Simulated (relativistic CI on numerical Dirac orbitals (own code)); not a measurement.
# Energy levels of Pb⁵⁸⁺

Calculated at this level of theory: Dirac-Coulomb-Breit CI, orbitals from a KLI potential per configuration, QED by a radiative potential, unscaled Slater integrals (own radial code, finite nucleus).

Configuration list (outside the closed core [Ne]): 3s2 3p6 3d6, 3s2 3p5 3d7, 3s2 3p4 3d8, 3s 3p6 3d7, 3p6 3d8, 3s 3p5 3d8, 3s2 3p6 3d5 4s, 3s2 3p6 3d5 4p, 3s2 3p4 3d7 4s, 3s2 3p6 3d5 4d, 3s2 3p5 3d6 4s, 3s2 3p6 3d5 4f, 3s2 3p6 3d4 4s2, 3s 3p6 3d6 4s, 3p6 3d7 4s, 3p6 3d7 4p. Levels of other configurations are missing.

The lowest level is 3s2 3p6 3d6 3F_4, with 42 % of that term; Hund's rules for 3s2 3p6 3d6 give 5D with J = 4, of which the calculation keeps J, while another term leads.

| No. | Configuration | Term | J | E (eV) | % | Next component (%) | Lifetime (s) | jj configuration (%) |
| --- | --- | --- | --- | --- | --- | --- | --- | --- |
| 1 | 3s2 3p6 3d6 | 3F | 4 | 0.000 | 42 | 27 5D |  | 3d5/2^2 (99) |
| 2 | 3s2 3p6 3d6 | 3P | 2 | 9.298 | 38 | 22 3D | 2.75e+01 | 3d5/2^2 (98) |
| 3 | 3s2 3p6 3d6 | 3P | 0 | 31.284 | 56 | 31 1S | 1.01e-01 | 3d5/2^2 (96) |
| 4 | 3s2 3p6 3d6 | 5D | 3 | 106.653 | 57 | 28 3F | 6.24e-08 | 3d3/2^3 3d5/2^3 (99) |
| 5 | 3s2 3p6 3d6 | 5D | 4 | 107.526 | 46 | 23 3H | 7.16e-08 | 3d3/2^3 3d5/2^3 (99) |
| 6 | 3s2 3p6 3d6 | 5D | 1 | 112.367 | 43 | 32 3P | 5.52e-08 | 3d3/2^3 3d5/2^3 (99) |
| 7 | 3s2 3p6 3d6 | 3H | 6 | 116.419 | 65 | 35 1I | 3.16e-03 | 3d3/2^3 3d5/2^3 (100) |
| 8 | 3s2 3p6 3d6 | 3G | 5 | 116.617 | 62 | 38 3H | 3.32e-07 | 3d3/2^3 3d5/2^3 (100) |
| 9 | 3s2 3p6 3d6 | 3F | 2 | 124.914 | 46 | 25 3P | 1.11e-07 | 3d3/2^3 3d5/2^3 (98) |
| 10 | 3s2 3p6 3d6 | 3D | 3 | 126.733 | 34 | 25 3G | 1.85e-07 | 3d3/2^3 3d5/2^3 (99) |
| 11 | 3s2 3p6 3d6 | 3P | 0 | 136.921 | 60 | 34 1S | 9.53e-06 | 3d3/2^3 3d5/2^3 (95) |
| 12 | 3s2 3p6 3d6 | 1G | 4 | 143.007 | 47 | 24 3F | 5.28e-06 | 3d3/2^3 3d5/2^3 (98) |
| 13 | 3s2 3p6 3d6 | 3P | 1 | 144.332 | 70 | 25 3D | 1.45e-07 | 3d3/2^3 3d5/2^3 (99) |
| 14 | 3s2 3p6 3d6 | 3D | 2 | 144.616 | 28 | 25 1D | 7.79e-07 | 3d3/2^3 3d5/2^3 (96) |
| 15 | 3s2 3p6 3d6 | 3F | 3 | 145.643 | 57 | 37 1F | 2.77e-07 | 3d3/2^3 3d5/2^3 (100) |
| 16 | 3s2 3p6 3d6 | 5D | 2 | 219.091 | 66 | 22 3P | 3.06e-08 | 3d3/2^2 3d5/2^4 (99) |
| 17 | 3s2 3p6 3d6 | 5D | 0 | 222.215 | 66 | 32 1S | 2.74e-08 | 3d3/2^2 3d5/2^4 (99) |
| 18 | 3s2 3p6 3d6 | 3H | 4 | 225.595 | 42 | 34 3F | 3.92e-08 | 3d3/2^2 3d5/2^4 (99) |
| 19 | 3s2 3p6 3d6 | 5D | 3 | 229.343 | 35 | 19 3D | 4.13e-08 | 3d3/2^2 3d5/2^4 (98) |
| 20 | 3s2 3p6 3d6 | 3H | 5 | 230.543 | 62 | 38 3G | 6.65e-08 | 3d3/2^2 3d5/2^4 (100) |
| 21 | 3s2 3p6 3d6 | 1I | 6 | 234.028 | 65 | 35 3H | 1.17e-07 | 3d3/2^2 3d5/2^4 (100) |
| 22 | 3s2 3p6 3d6 | 3F | 3 | 238.869 | 42 | 38 3G | 5.99e-08 | 3d3/2^2 3d5/2^4 (99) |
| 23 | 3s2 3p6 3d6 | 3D | 1 | 240.957 | 51 | 39 3P | 4.90e-08 | 3d3/2^2 3d5/2^4 (98) |
| 24 | 3s2 3p6 3d6 | 1G | 4 | 243.023 | 49 | 36 3G | 8.27e-08 | 3d3/2^2 3d5/2^4 (99) |
| 25 | 3s2 3p6 3d6 | 3F | 2 | 244.922 | 35 | 32 3P | 7.12e-08 | 3d3/2^2 3d5/2^4 (98) |
| 26 | 3s2 3p6 3d6 | 3F | 2 | 258.530 | 65 | 20 3P | 4.63e-08 | 3d3/2^2 3d5/2^4 (99) |
| 27 | 3s2 3p6 3d6 | 3F | 4 | 264.364 | 62 | 33 1G | 7.50e-08 | 3d3/2^2 3d5/2^4 (99) |
| 28 | 3s2 3p6 3d6 | 1D | 2 | 284.308 | 75 | 11 3P | 8.41e-08 | 3d3/2^2 3d5/2^4 (98) |
| 29 | 3s2 3p6 3d6 | 1S | 0 | 305.385 | 79 | 20 3P | 6.30e-08 | 3d3/2^2 3d5/2^4 (97) |
| 30 | 3s2 3p6 3d6 | 3P | 1 | 338.977 | 58 | 42 5D | 1.97e-08 | 3d3/2 3d5/2^5 (99) |
| 31 | 3s2 3p6 3d6 | 1G | 4 | 352.837 | 35 | 24 3F | 2.94e-08 | 3d3/2 3d5/2^5 (99) |
| 32 | 3s2 3p6 3d6 | 3P | 2 | 360.047 | 29 | 26 1D | 3.03e-08 | 3d3/2 3d5/2^5 (98) |
| 33 | 3s2 3p6 3d6 | 3F | 3 | 362.810 | 36 | 24 1F | 3.17e-08 | 3d3/2 3d5/2^5 (99) |
| 34 | 3s2 3p6 3d6 | 3P | 0 | 466.194 | 62 | 23 1S | 1.62e-08 | 3d5/2^6 (99) |
| 35 | 3s2 3p5 3d7 | 5G° | 6 | 477.939 | 61 | 34 3H° | 2.68e-11 | 3p3/2^3 3d5/2^3 (98) |
| 36 | 3s2 3p5 3d7 | 3G° | 5 | 490.415 | 46 | 36 5F° | 2.19e-12 | 3p3/2^3 3d5/2^3 (99) |
| 37 | 3s2 3p5 3d7 | 3P° | 0 | 490.717 | 59 | 35 1S° | 2.49e-11 | 3p3/2^3 3d5/2^3 (99) |
| 38 | 3s2 3p5 3d7 | 3D° | 3 | 492.092 | 53 | 17 3F° | 4.80e-12 | 3p3/2^3 3d5/2^3 (98) |
| 39 | 3s2 3p5 3d7 | 3P° | 2 | 507.915 | 34 | 29 1D° | 6.34e-12 | 3p3/2^3 3d5/2^3 (98) |
| 40 | 3s2 3p5 3d7 | 3F° | 4 | 508.243 | 55 | 24 5D° | 1.99e-11 | 3p3/2^3 3d5/2^3 (97) |
| 41 | 3s2 3p5 3d7 | 3P° | 2 | 523.106 | 35 | 23 3D° | 7.27e-13 | 3p3/2^3 3d5/2^3 (98) |
| 42 | 3s2 3p5 3d7 | 3F° | 4 | 530.416 | 41 | 22 5D° | 4.21e-13 | 3p3/2^3 3d5/2^3 (97) |
| 43 | 3s2 3p5 3d7 | 3D° | 3 | 530.928 | 49 | 14 1F° | 1.22e-12 | 3p3/2^3 3d5/2^3 (98) |
| 44 | 3s2 3p5 3d7 | 3D° | 3 | 544.609 | 39 | 18 5P° | 3.13e-13 | 3p3/2^3 3d5/2^3 (96) |
| 45 | 3s2 3p5 3d7 | 1P° | 1 | 545.792 | 28 | 26 3D° | 6.92e-13 | 3p3/2^3 3d5/2^3 (98) |

Energies count from the lowest computed level; ° marks odd parity; lifetimes are radiative, by E1, M1, E2, M2 decay to levels of this space only. Filled j subshells are mostly left out of the jj labels.

The mean weight of the leading LS term, summed over parents, in these 45 levels is 50 %, and that of the leading jj configuration (from the same eigenvectors) 98 %, so jj coupling describes them better and the LS labels are nominal.

At this charge energies of transitions that change n are usually good to better than 1 %, and those within a shell (Δn = 0) to a few per cent.

LS names give the leading component of a level, which can be under half, so a name can repeat, a term be missing and a line seem to break the LS rules.
